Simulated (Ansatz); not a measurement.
Reaction (hydrogen abstraction from a Ge–H bond): `C[NH][GeH]([F])[F]` + `[SiH3]`• → `C[NH][Ge]([F])[F]`• + SiH₄

Calculated with Ansatz (gas phase, PBE0-D4/def2-TZVP geometries, no zero-point term in ΔE). CCSD(T)/CBS adds triple-zeta CCSD(T) − MP2 to the extrapolated MP2 energy (def2 sets, frozen cores). This one scheme is used for every species. DFT in def2-TZVPP. Open shells (•) are unrestricted, without spin–orbit coupling. For Ge outer-core shells are correlated without core-valence functions, which leaves a few kJ/mol of doubt a bond. Scalar relativity is left out up to krypton. One conformer a species, not always the lowest.

```tsv
level	ΔE (kJ/mol)
r2SCAN0	-30.6
CCSD(T)/def2-SVP	-15.6
```

(1) What does CCSD(T)/CBS give? (Estimate.)

Largest T1 diagnostic among the species: 0.015.

Results:

(1) Ansatz gave: -24.2 kJ/mol. The listed levels differ from it by -6.4, 8.6 kJ/mol.

In def2-TZVPP, CCSD(T) changes the Hartree–Fock value by −11.2 kJ/mol (the triples alone add −3.4 kJ/mol) and MP2 by −7.4 kJ/mol. Leaving LDA and LC-ωPBE aside and taking each functional with its dispersion term where it has one, the values, not all of them listed here, spread over 42.2 kJ/mol, from BLYP-D4 to PBE-QIDH. LDA lies +4.7 kJ/mol from PBE without D4.
